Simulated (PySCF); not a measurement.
The complex [CoI4]2- (charge -2) contains Co(II), shell d7. The structure is a PBE0-D3(BJ)/def2-SVP, IEF-PCM water geometry optimised for multiplicity 2; coordination square planar, point group D4h, metal–donor distances 2.63 Å.

```
5

Co    0.0000    0.0000    0.0000
I     2.6348    0.0000    0.0000
I    -2.6348    0.0000    0.0000
I     0.0000    2.6348    0.0000
I     0.0000   -2.6348    0.0000
```

Method (PySCF 2.14, density fitting): CASSCF(7,5) with orbitals averaged over the states of highest spin, strongly contracted NEVPT2 on the averaged canonical orbitals; basis x2c-TZVPall on the metal, x2c-SVPall elsewhere; spin-free X2C; IEF-PCM water; spin-orbit coupling by state interaction with the mean-field operator over all roots.

(1) Which term lies lowest, and with what spin?

(2) List the excited states of the same spin.

(3) Which is the lowest state of another spin?

(4) Give the fitted ligand-field and repulsion parameters.

(5) What magnetic behaviour follows?

The structure was relaxed for multiplicity 2, not for the ground state found here, whose own structure may differ much. NEVPT2 lifts 4B1g from 6162 to 9317 cm⁻¹; on the d shell alone such lifts tend to overshoot. Gaps between spin states lean to high spin in this active space.

The job took 36 s on one thread of Arm Neoverse V2 (shared host), with 192 basis functions and a peak of 0.91 GiB, launched as `OMP_NUM_THREADS=1 python lf_run.py task.json out`.

## Answers

(1) 4B2g (S = 3/2, orbital degeneracy 1), orbital occupations from the lowest 2.0 1.0 1.0 2.0 1.0, by NEVPT2.

(2) By NEVPT2: 4Eg at 306 cm⁻¹; 4A2g at 1162 cm⁻¹; 4Eg at 6777 cm⁻¹ (1476 nm); 4B1g at 9317 cm⁻¹ (1073 nm); 4Eg at 17606 cm⁻¹ (568 nm); 4A2g at 24864 cm⁻¹ (402 nm). All are electric-dipole forbidden at this geometry.

(3) 2A1g at 10484 cm⁻¹ by NEVPT2; CASSCF alone puts it at 15050 cm⁻¹ above the same ground state.

(4) At CASSCF level (the NEVPT2 levels don't fit a ligand-field model well): orbital energies 0, 682, 682, 2026, 8566 cm⁻¹; B = 1193 cm⁻¹; C = 4416 cm⁻¹; B over its free-ion value at the same level 0.954; rms of the fit 112 cm⁻¹; ζ = 486 cm⁻¹ (free ion 526).

(5) Degenerate or low-lying orbital states mix with the ground state, so no spin-only Hamiltonian applies. The lowest spin-orbit level is 2-fold, effective g = 1.51, 6.09, 6.09; the next lies at 149.9 cm⁻¹. μeff is 5.87 μB at 300 K and 4.55 μB at 10 K; the spin-only value is 3.88 μB.
